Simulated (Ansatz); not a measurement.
Species: MgCl₂, charge 0, singlet. MgCl2 (SMILES [Cl][Mg][Cl]).
B3LYP-D3(BJ)/def2-TZVP minimum from Ansatz (an electronic-structure program):
```
Mg
Cl 1 2.1757
Cl 1 2.1757 2 180.00
```

Total energies in def2-TZVPP, 16 correlated electrons, 15 frozen orbitals. UHF or UKS for unpaired electrons; spin-orbit terms are left out. Correlated methods leave the cores frozen. No relativity.

```tsv
method	program	energy (Eh)	minus CCSDT(Q) (mEh)
HF	Ansatz	-1118.80010	457.26
MP2	Ansatz	-1119.20541	51.96
CCSD	Ansatz	-1119.23868	18.69
CCSD(T)	Ansatz	-1119.25573	1.64
CCSDT(Q)	Ansatz	-1119.25737	0.00
```

Rough core times of Ansatz's runs on a shared machine: CCSD(T) under 20 s, CCSDT(Q) 10 min.
